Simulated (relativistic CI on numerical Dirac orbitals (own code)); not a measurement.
Calculated at this level of theory: Dirac-Coulomb-Breit CI, separate exchange-only KLI orbitals for each configuration, model QED (radiative potential, 1s self-energy scaled to tabulated hydrogen-like ionisation energies), unscaled Slater integrals (own radial code, finite nucleus).

The strongest absorption lines from the ground level of an ion, among the configurations computed and to levels below about 172 eV (vacuum wavelength in Å, gf): 72.344 (0.099), 74.276 (0.093), 87.045 (0.099), 87.101 (0.072), 87.778 (0.082), 88.387 (0.21), 88.772 (0.34), 91.831 (0.14).

Task: Which ion is it?
A. Er²⁷⁺
B. Dy²⁵⁺
C. Yb²⁹⁺
D. Gd²³⁺

Result: B. Dy²⁵⁺ has 41 electrons and the ground level 4s2 4p6 4d5 6S_5/2; the strongest line goes to 4s2 4p5 4d6 6P°_5/2. The pattern of lines fixes the number of electrons, and along that sequence the line energies rise steadily with the charge (about as its square where n changes within one kind of shell, about linearly where n is kept but much faster in heavy ions where fine structure, which grows about as Z⁴, sets the gap, and irregularly where shells cross), which fixes Z. Configurations outside the model, such as inner-shell arrays, can give stronger lines. At this charge energies of transitions that change n are usually good to better than 1 %, and those within a shell (Δn = 0) to a few per cent. Terms inside the open d or f shell come out 10 to 20 % too wide with unscaled integrals.

LS names give the leading component of a level, which can be under half, so a name can repeat, a term be missing and a line seem to break the LS rules.
